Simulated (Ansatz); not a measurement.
Input for Ansatz (a first-principles code): R-CCSD(T)/def2-TZVPPD on FH2I (a complex). Elements past Kr take the def2 small-core potentials; no spin–orbit coupling. Files ending in .json are basis or fitting sets from the Basis Set Exchange. The run froze 10 orbitals, filled d shells among them.

Ansatz 0.2 input:
```yaml
crystal:
  periodic: [false, false, false]
  atoms:
    - {symbol: F, position_ang: [0.55177904, 0.61911929, -0.26114465]}
    - {symbol: H, position_ang: [0.28287210, -0.21341687, -0.56464964]}
    - {symbol: I, position_ang: [-0.13774925, 0.20986365, 3.41960823]}
    - {symbol: H, position_ang: [0.27299526, 0.73097605, 1.94363786]}
basis:
  gaussian:
    orbitals: def2-TZVPPD.json
magnetization: {spin_polarized: false}
correlation: {method: ccsd_t, electrons: outside_noble_gas}
scf: {lower_state_search: off}
```

Output:

```
WARN ansatz: RAYON_NUM_THREADS=2 ignored (pool sized by the plan → 2); use --threads N
Functional definition: HF
these checks for a lower state are left out or cut short: stability, starts, cluster_reference, orbital_swaps, neighbouring_geometries, increment
integrals: 0.24 GiB planned
967 factors; integrals over basis functions are off by at most 9.2e-4 eV
mean field: 0.33 GiB planned
mean field evaluation 1: about -10810.1380 eV, gradient 2.5e1 eV
mean field evaluation 2: about -10810.1468 eV, gradient 2.5e1 eV
mean field evaluation 4: about -10811.3187 eV, gradient 1.7e0 eV
mean field evaluation 8: about -10811.3361 eV, gradient 1.5e-1 eV
mean field -10811.33626759 eV, -397.3092796472 hartree, gradient 1.7e-6 eV, S^2 0.000000; 0 other end points of the search recorded, 0 dependent functions left out
10 core orbitals not correlated
reference -10811.33626759 eV, -397.3092796472 hartree; 8, 8 occupied and 115, 115 virtual orbitals, 967 factors
second order -11.59369926 eV of doubles, -0.00000000 eV of singles
coupled cluster: 0.64 GiB planned
cycle   1  -11.87630850 eV  change   -2.8e-1 eV  update   6.6e-2
cycle   2  -12.11923918 eV  change   -2.4e-1 eV  update   1.9e-2
cycle   3  -12.16778728 eV  change   -4.9e-2 eV  update   9.0e-3
cycle   4  -12.16268211 eV  change    5.1e-3 eV  update   1.7e-3
cycle   5  -12.16248381 eV  change    2.0e-4 eV  update   5.8e-4
cycle   6  -12.16258999 eV  change   -1.1e-4 eV  update   1.6e-4
cycle   7  -12.16251428 eV  change    7.6e-5 eV  update   5.4e-5
cycle   8  -12.16249357 eV  change    2.1e-5 eV  update   1.6e-5
cycle   9  -12.16249583 eV  change   -2.3e-6 eV  update   5.6e-6
perturbative correction -0.35624995 eV, -0.0130919442 hartree
Total energy: -10823.85501337 eV, -397.7693350690 hartree
Checks for a lower state left out: stability, starts, cluster_reference, orbital_swaps, neighbouring_geometries, increment
```

The calculation finished and met its thresholds.

Cost: roughly 12 core-seconds.
